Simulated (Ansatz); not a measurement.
C$_{3}$H$_{7}$AlO. The species carries charge 0 and has multiplicity 1. The bonds changed during the relaxation, so this is another structure than the one it started from. The structure was optimised at the PBE0-D4/def2-TZVP level. It is one conformer, not always the lowest.

```xyz
12

C    -0.619    0.066    1.641
C    -0.467   -0.070    0.168
O    -0.836    0.960   -0.566
C     0.169   -1.115   -0.456
Al    0.707    0.832   -1.518
H    -0.273   -0.817    2.175
H    -1.678    0.229    1.858
H    -0.080    0.950    1.989
H    -0.071   -1.335   -1.497
H     0.651   -1.902    0.106
H     1.910    1.582   -0.817
H     0.586    0.621   -3.082
```

(1) What is the dipole moment at PBE/def2-TZVPP? (Best estimate.)

(2) And with r2SCAN, B3LYP, ωB97M-V? (Estimate.)

(3) Give the Mulliken charges with PBE, ωB97M-V, r2SCAN in def2-TZVPP. (An estimate is asked.)

Answers

(1) The calculation gave: 2.42 D, with components (-0.30, -1.57, 1.82) D in this frame, pointing from negative to positive charge.

(2) The calculation gave: r2SCAN 2.52 D, B3LYP 2.48 D, ωB97M-V 2.52 D.

(3) The calculation gave: 
```json
{"atom": "C1", "PBE": "-0.24", "ωB97M-V": "-0.27", "r2SCAN": "-0.13"}
{"atom": "C2", "PBE": "0.26", "ωB97M-V": "0.29", "r2SCAN": "0.34"}
{"atom": "O3", "PBE": "-0.32", "ωB97M-V": "-0.39", "r2SCAN": "-0.42"}
{"atom": "C4", "PBE": "-0.32", "ωB97M-V": "-0.37", "r2SCAN": "-0.37"}
{"atom": "Al5", "PBE": "0.36", "ωB97M-V": "0.39", "r2SCAN": "0.48"}
{"atom": "H6", "PBE": "0.08", "ωB97M-V": "0.10", "r2SCAN": "0.05"}
{"atom": "H7", "PBE": "0.11", "ωB97M-V": "0.12", "r2SCAN": "0.07"}
{"atom": "H8", "PBE": "0.11", "ωB97M-V": "0.12", "r2SCAN": "0.08"}
{"atom": "H9", "PBE": "0.17", "ωB97M-V": "0.18", "r2SCAN": "0.17"}
{"atom": "H10", "PBE": "0.08", "ωB97M-V": "0.09", "r2SCAN": "0.07"}
{"atom": "H11", "PBE": "-0.14", "ωB97M-V": "-0.13", "r2SCAN": "-0.18"}
{"atom": "H12", "PBE": "-0.14", "ωB97M-V": "-0.13", "r2SCAN": "-0.17"}
```

B3LYP here is the variant with VWN-RPA as its local correlation; programs differ in this.

Computed with Ansatz.
